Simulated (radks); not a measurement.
Trend from K3+ to Kr3+: ionisation energy by Delta-SCF between NIST ground configurations, and size. Calculated with a radial shooting solver on a logarithmic mesh with Libxc functionals: non-relativistic Kohn-Sham, PBEsol, spin-polarised, spherical densities, point nucleus; open shells are filled with parallel spins first.

[
 {"species": "K3+", "configuration": "[Ne] 3s2 3p4", "configuration of the ion": "[Ne] 3s2 3p3", "IE (eV)": "60.612", "NIST (eV)": "60.92", "kind": "semi-emp.", "outermost": "3p", "<r> outermost (bohr)": "1.30"},
 {"species": "Ca3+", "configuration": "[Ne] 3s2 3p5", "configuration of the ion": "[Ne] 3s2 3p4", "IE (eV)": "67.114", "NIST (eV)": "67.273", "kind": "semi-emp.", "outermost": "3p", "<r> outermost (bohr)": "1.21"},
 {"species": "Sc3+", "configuration": "[Ar]", "configuration of the ion": "[Ne] 3s2 3p5", "IE (eV)": "73.389", "NIST (eV)": "73.489", "kind": "exp.", "outermost": "3p", "<r> outermost (bohr)": "1.13"},
 {"species": "Ti3+", "configuration": "[Ar] 3d1", "configuration of the ion": "[Ar]", "IE (eV)": "43.728", "NIST (eV)": "43.267", "kind": "exp.", "outermost": "3d", "<r> outermost (bohr)": "1.25"},
 {"species": "V3+", "configuration": "[Ar] 3d2", "configuration of the ion": "[Ar] 3d1", "IE (eV)": "46.835", "NIST (eV)": "46.709", "kind": "exp.", "outermost": "3d", "<r> outermost (bohr)": "1.16"},
 {"species": "Cr3+", "configuration": "[Ar] 3d3", "configuration of the ion": "[Ar] 3d2", "IE (eV)": "49.788", "NIST (eV)": "49.16", "kind": "semi-emp.", "outermost": "3d", "<r> outermost (bohr)": "1.09"},
 {"species": "Mn3+", "configuration": "[Ar] 3d4", "configuration of the ion": "[Ar] 3d3", "IE (eV)": "52.615", "NIST (eV)": "51.2", "kind": "semi-emp.", "outermost": "3d", "<r> outermost (bohr)": "1.03"},
 {"species": "Fe3+", "configuration": "[Ar] 3d5", "configuration of the ion": "[Ar] 3d4", "IE (eV)": "55.337", "NIST (eV)": "54.91", "kind": "exp.", "outermost": "3d", "<r> outermost (bohr)": "0.972"},
 {"species": "Co3+", "configuration": "[Ar] 3d6", "configuration of the ion": "[Ar] 3d5", "IE (eV)": "52.260", "NIST (eV)": "51.3", "kind": "semi-emp.", "outermost": "3d", "<r> outermost (bohr)": "0.954"},
 {"species": "Ni3+", "configuration": "[Ar] 3d7", "configuration of the ion": "[Ar] 3d6", "IE (eV)": "55.371", "NIST (eV)": "54.9", "kind": "semi-emp.", "outermost": "3d", "<r> outermost (bohr)": "0.904"},
 {"species": "Cu3+", "configuration": "[Ar] 3d8", "configuration of the ion": "[Ar] 3d7", "IE (eV)": "58.341", "NIST (eV)": "57.38", "kind": "semi-emp.", "outermost": "3d", "<r> outermost (bohr)": "0.859"},
 {"species": "Zn3+", "configuration": "[Ar] 3d9", "configuration of the ion": "[Ar] 3d8", "IE (eV)": "61.196", "NIST (eV)": "59.57", "kind": "exp.", "outermost": "3d", "<r> outermost (bohr)": "0.819"},
 {"species": "Ga3+", "configuration": "[Ar] 3d10", "configuration of the ion": "[Ar] 3d9", "IE (eV)": "63.954", "NIST (eV)": "63.24", "kind": "exp.", "outermost": "3d", "<r> outermost (bohr)": "0.783"},
 {"species": "Ge3+", "configuration": "[Ar] 3d10 4s1", "configuration of the ion": "[Ar] 3d10", "IE (eV)": "45.864", "NIST (eV)": "45.716", "kind": "exp.", "outermost": "4s", "<r> outermost (bohr)": "1.87"},
 {"species": "As3+", "configuration": "[Ar] 3d10 4s2", "configuration of the ion": "[Ar] 3d10 4s1", "IE (eV)": "49.352", "NIST (eV)": "50.2", "kind": "exp.", "outermost": "4s", "<r> outermost (bohr)": "1.77"},
 {"species": "Se3+", "configuration": "[Ar] 3d10 4s2 4p1", "configuration of the ion": "[Ar] 3d10 4s2", "IE (eV)": "42.475", "NIST (eV)": "42.947", "kind": "exp.", "outermost": "4p", "<r> outermost (bohr)": "1.88"},
 {"species": "Br3+", "configuration": "[Ar] 3d10 4s2 4p2", "configuration of the ion": "[Ar] 3d10 4s2 4p1", "IE (eV)": "46.841", "NIST (eV)": "47.78", "kind": "exp.", "outermost": "4p", "<r> outermost (bohr)": "1.76"},
 {"species": "Kr3+", "configuration": "[Ar] 3d10 4s2 4p3", "configuration of the ion": "[Ar] 3d10 4s2 4p2", "IE (eV)": "50.987", "NIST (eV)": "50.9", "kind": "exp.", "outermost": "4p", "<r> outermost (bohr)": "1.66"}
]

Reference values: NIST Atomic Spectra Database (exp. = measured, semi-emp. = semi-empirical, theory = theoretical value adopted there). Open shells are spherical and high-spin; term and fine-structure splittings are not resolved.
